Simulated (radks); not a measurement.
Values are calculated unless marked as measured or tabulated.
Pr, configuration [Xe] 4f1 5d2 6s2 (not the ground configuration).

Code: a radial shooting solver on a logarithmic mesh with Libxc functionals. Model: scalar-relativistic Kohn-Sham, PBE, spin-polarised, spherical densities, finite nucleus; open shells are filled with parallel spins first (spin-orbit coupling, left out, can overturn this in heavy ions); Fermi nuclear charge, rms radius 4.8919 fm.

Energy parts (eV):
| part | energy |
|---|---|
| total | -251341.80 |
| kinetic | 266925.68 |
| electron-nucleus | -609029.36 |
| Hartree | 96614.48 |
| exchange-correlation | -5852.60 |

Orbitals (lengths in bohr, moments of r in powers of bohr):
[
 {"orbital": "1s up", "occ.": "1", "eigenvalue (eV)": "-41825.18", "<1/r>": "64.68", "<r^4>": "1.645e-06", "<r^2>": "0.0007897"},
 {"orbital": "1s down", "occ.": "1", "eigenvalue (eV)": "-41825.18", "<1/r>": "64.68", "<r^4>": "1.645e-06", "<r^2>": "0.0007897"},
 {"orbital": "2s up", "occ.": "1", "eigenvalue (eV)": "-6740.962", "<1/r>": "14.93", "<r^4>": "0.0002699", "<r^2>": "0.01254"},
 {"orbital": "2s down", "occ.": "1", "eigenvalue (eV)": "-6740.889", "<1/r>": "14.93", "<r^4>": "0.0002699", "<r^2>": "0.01254"},
 {"orbital": "2p up", "occ.": "3", "eigenvalue (eV)": "-6033.220", "<1/r>": "14.10", "<r^4>": "0.0001982", "<r^2>": "0.01001"},
 {"orbital": "2p down", "occ.": "3", "eigenvalue (eV)": "-6033.166", "<1/r>": "14.10", "<r^4>": "0.0001982", "<r^2>": "0.01001"},
 {"orbital": "3s up", "occ.": "1", "eigenvalue (eV)": "-1467.790", "<1/r>": "5.429", "<r^4>": "0.01087", "<r^2>": "0.08478"},
 {"orbital": "3s down", "occ.": "1", "eigenvalue (eV)": "-1467.450", "<1/r>": "5.430", "<r^4>": "0.01086", "<r^2>": "0.08475"},
 {"orbital": "3p up", "occ.": "3", "eigenvalue (eV)": "-1243.613", "<1/r>": "5.135", "<r^4>": "0.01136", "<r^2>": "0.08482"},
 {"orbital": "3p down", "occ.": "3", "eigenvalue (eV)": "-1243.271", "<1/r>": "5.136", "<r^4>": "0.01135", "<r^2>": "0.08478"},
 {"orbital": "3d up", "occ.": "5", "eigenvalue (eV)": "-928.6657", "<1/r>": "4.872", "<r^4>": "0.009364", "<r^2>": "0.07223"},
 {"orbital": "3d down", "occ.": "5", "eigenvalue (eV)": "-928.3718", "<1/r>": "4.873", "<r^4>": "0.009352", "<r^2>": "0.07219"},
 {"orbital": "4s up", "occ.": "1", "eigenvalue (eV)": "-303.9176", "<1/r>": "2.277", "<r^4>": "0.2721", "<r^2>": "0.4332"},
 {"orbital": "4s down", "occ.": "1", "eigenvalue (eV)": "-302.9714", "<1/r>": "2.277", "<r^4>": "0.2721", "<r^2>": "0.4332"},
 {"orbital": "4p up", "occ.": "3", "eigenvalue (eV)": "-230.2684", "<1/r>": "2.103", "<r^4>": "0.3543", "<r^2>": "0.4877"},
 {"orbital": "4p down", "occ.": "3", "eigenvalue (eV)": "-229.3276", "<1/r>": "2.103", "<r^4>": "0.3543", "<r^2>": "0.4877"},
 {"orbital": "4d up", "occ.": "5", "eigenvalue (eV)": "-124.7676", "<1/r>": "1.845", "<r^4>": "0.5727", "<r^2>": "0.5955"},
 {"orbital": "4d down", "occ.": "5", "eigenvalue (eV)": "-123.8230", "<1/r>": "1.845", "<r^4>": "0.5721", "<r^2>": "0.5953"},
 {"orbital": "4f up", "occ.": "1", "eigenvalue (eV)": "-12.6763", "<1/r>": "1.339", "<r^4>": "3.462", "<r^2>": "1.177"},
 {"orbital": "4f down", "occ.": "0", "eigenvalue (eV)": "-11.6616", "<1/r>": "1.342", "<r^4>": "3.416", "<r^2>": "1.168"},
 {"orbital": "5s up", "occ.": "1", "eigenvalue (eV)": "-45.8922", "<1/r>": "0.9128", "<r^4>": "8.246", "<r^2>": "2.374"},
 {"orbital": "5s down", "occ.": "1", "eigenvalue (eV)": "-44.7431", "<1/r>": "0.9154", "<r^4>": "8.173", "<r^2>": "2.363"},
 {"orbital": "5p up", "occ.": "3", "eigenvalue (eV)": "-27.0205", "<1/r>": "0.7834", "<r^4>": "15.32", "<r^2>": "3.169"},
 {"orbital": "5p down", "occ.": "3", "eigenvalue (eV)": "-25.7803", "<1/r>": "0.7859", "<r^4>": "15.30", "<r^2>": "3.160"},
 {"orbital": "5d up", "occ.": "2", "eigenvalue (eV)": "-4.4823", "<1/r>": "0.5062", "<r^4>": "123.6", "<r^2>": "8.028"},
 {"orbital": "5d down", "occ.": "0", "eigenvalue (eV)": "-3.3262", "<1/r>": "0.4901", "<r^4>": "165.5", "<r^2>": "8.959"},
 {"orbital": "6s up", "occ.": "1", "eigenvalue (eV)": "-4.3062", "<1/r>": "0.3130", "<r^4>": "529.4", "<r^2>": "18.45"},
 {"orbital": "6s down", "occ.": "1", "eigenvalue (eV)": "-3.6779", "<1/r>": "0.2973", "<r^4>": "654.1", "<r^2>": "20.31"}
]

The highest occupied level is 6s down at -3.678 eV. The configuration is held as typed, so some empty levels lie below it. Summed over all electrons, <r^2> = 90.95 bohr^2, which gives a Langevin (diamagnetic) susceptibility term of -72 x 10^-6 cm^3/mol. Spin moment in Bohr magnetons: 3. The electron density at the nucleus is 4.336e+05 e/bohr^3 (large components only).
